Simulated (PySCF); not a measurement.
AsH4Si, SMILES [SiH3][AsH], multiplicity 2.

Geometry optimised at PBE0-D3(BJ)/def2-TZVP. The isomer is the one that the SMILES or the coordinates give; other isomers of the formula were not compared.

Method: TDA-PBE/def2-SVPD (PySCF).

Vertical excitations. Gas-phase values at a fixed geometry.

Problem. Estimate the UV-visible absorptions. (The exact figures need the calculation; the answer reports its results.)

Solution. 
```json
[
 {"state": "root 1", "energy (eV)": "2.35", "λ (nm)": "528", "f": "0.001", "main pairs": "β HOMO→LUMO 99 %"},
 {"state": "root 2", "energy (eV)": "3.62", "λ (nm)": "343", "f": "0.000", "main pairs": "β HOMO−1→LUMO 99 %"},
 {"state": "root 3", "energy (eV)": "4.44", "λ (nm)": "280", "f": "0.016", "main pairs": "β HOMO−2→LUMO 97 %"},
 {"state": "root 4", "energy (eV)": "4.58", "λ (nm)": "270", "f": "0.004", "main pairs": "β HOMO−3→LUMO 97 %"},
 {"state": "root 5", "energy (eV)": "4.94", "λ (nm)": "251", "f": "0.001", "main pairs": "α HOMO→LUMO 95 %"},
 {"state": "root 6", "energy (eV)": "5.04", "λ (nm)": "246", "f": "0.015", "main pairs": "α HOMO→LUMO+1 99 %"},
 {"state": "root 7", "energy (eV)": "5.55", "λ (nm)": "223", "f": "0.000", "main pairs": "α HOMO−1→LUMO 37 %, β HOMO→LUMO+1 57 %"},
 {"state": "root 8", "energy (eV)": "5.90", "λ (nm)": "210", "f": "0.002", "main pairs": "α HOMO→LUMO+3 99 %"},
 {"state": "root 9", "energy (eV)": "5.91", "λ (nm)": "210", "f": "0.003", "main pairs": "α HOMO→LUMO+2 58 %, α HOMO−1→LUMO+1 10 %, β HOMO→LUMO+2 20 %"},
 {"state": "root 10", "energy (eV)": "5.94", "λ (nm)": "209", "f": "0.001", "main pairs": "α HOMO→LUMO+2 28 %, α HOMO−1→LUMO+1 25 %, β HOMO→LUMO+2 41 %"}
]
```
Unrestricted roots are not spin-pure.
